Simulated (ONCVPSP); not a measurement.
**sulfur: ONCV pseudisation with LDA (Perdew-Zunger), non-relativistic reference atom.**

sulfur (S), optimised norm-conserving Vanderbilt (ONCV), made with ONCVPSP 4.0.1 (LDA (Perdew-Zunger), non-relativistic). Core [Ne], reference 3s1.75 3p4.25. Waves: 3s: rc 1.25 bohr, ncon 4, nbas 9, qcut 4.2 1/bohr, 3 projectors, debl 2.4 Ha; 3p: rc 1.20 bohr, ncon 3, nbas 7, qcut 7.5 1/bohr, 2 projectors, debl 1.1 Ha. Local part: polynomial inside 1.00 bohr (lpopt 1, dvloc0 1 Ha). Core correction: Teter function, fcfact 2.25, rcfact 1.7.

What the tests gave:

- Cutoffs needed: 24 Ha and 117 Ha (the cutoffs (Ha) at which the residual kinetic energy of the hardest occupied pseudo-wave falls to 1 and 0.1 mHa per electron)
- Ghost test: ghosts flagged at negative energy: s at -185.2 eV; GHOST(+) flags only above 600 eV; a true bound ghost makes a file unfit for plane-wave use
- Largest excitation error: -1.7 meV (all-electron minus pseudo) for 3s2 3p3, out of 4 test configurations
- rms error of d²Exc/dni dnj: 3.40 mHa without and 0.30 mHa with the model core

Generation and tests took about 2.8 s on one core of a shared server CPU.
